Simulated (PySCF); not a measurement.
## `C#CC(=C)C(Cl)(Cl)Cl` in a uniform electric field

C5H3Cl3.
SMILES with atom numbers: `[CH:1]#[C:2][C:3](=[CH2:4])[C:5]([Cl:6])([Cl:7])[Cl:8]` (hydrogens: H9 on C1; H10, H11 on C4)

Cartesian coordinates in Å at the GFN2-xTB level; atoms count from 1:
```
atom  x, y, z in Å
C1     2.2981   -0.6788    0.5128
C2     1.2317   -0.2324    0.1919
C3    -0.0401    0.2762   -0.1759
C4    -0.1791    1.3973   -0.8776
C5    -1.1821   -0.5734    0.3057
Cl6   -1.1182   -0.6899    2.0899
Cl7   -2.7714    0.0502   -0.1496
Cl8   -1.0160   -2.2227   -0.3672
H9     3.2373   -1.0579    0.7867
H10   -1.1435    1.7812   -1.1560
H11    0.6888    1.9528   -1.1868
```

Level: B3LYP/def2-SVPD (PySCF); nuclei fixed, core orbitals frozen in the response. Permanent dipole (1.270, 1.223, -0.708) D (1 au = 2.5417 D). Static polarisability (au):

```
x   112.87  -9.73   7.24
y    -9.73  99.49 -10.28
z     7.24 -10.28  90.25
```

Only the terms in μ and α are kept: μ(F) = μ + αF and ΔE = −μ·F − ½ F·αF.

(1) Apply 0.005 au along ±x, ±y and ±z in turn. Tabulate induced and total dipoles and both energy terms.

(2) For the field (0.0010, -0.0025, 0.0035) au, what is the induced dipole, and what angle does it make with the field?

(3) Which field along μ doubles the dipole in that direction (linear response)?

(4) What field makes μF equal to kT at 400 K?

(5) A unit point charge sits 14 Å away. Estimate the induction energy −αe²/2R⁴ with the mean polarisability, treating the molecule as a point.

Results:

(1) 
| field along | induced x (D) | induced y (D) | induced z (D) | total size (D) | −μ·F (kJ/mol) | −½F·αF (kJ/mol) |
| --- | --- | --- | --- | --- | --- | --- |
| +x | 1.434 | -0.124 | 0.092 | 2.984 | -6.559 | -3.704 |
| −x | -1.434 | 0.124 | -0.092 | 1.575 | +6.559 | -3.704 |
| +y | -0.124 | 1.264 | -0.131 | 2.864 | -6.316 | -3.265 |
| −y | 0.124 | -1.264 | 0.131 | 1.509 | +6.316 | -3.265 |
| +z | 0.092 | -0.131 | 1.147 | 1.800 | +3.657 | -2.962 |
| −z | -0.092 | 0.131 | -1.147 | 2.581 | -3.657 | -2.962 |

(2) αF = (0.413, -0.748, 0.887) D, at 7.9° to the field. The polarisability along this direction, F·αF/F², is 108.69 au, against a mean of 100.87 au.

(3) The polarisability along the dipole is 97.14 au, so F = 0.7475 au / 97.14 au = 0.0077 au = 0.40 V/Å; higher-order terms are ignored.

(4) kT = 1.2667 × 10⁻³ Eh, so F = 0.00169 au = 8.71 MV/cm.

(5) R = 26.46 bohr, so the energy is −100.9/(2 × 26.46⁴) Eh = -0.27 kJ/mol. The charge–dipole term at its most favourable orientation, −μe/R², is -2.8 kJ/mol.

Geometry: GFN2-xTB; no solvent, vibrations or thermal averaging.

These values come from a run that also computed excited states. On Arm Neoverse N1, one thread, shared host, this took 60 s of wall time.
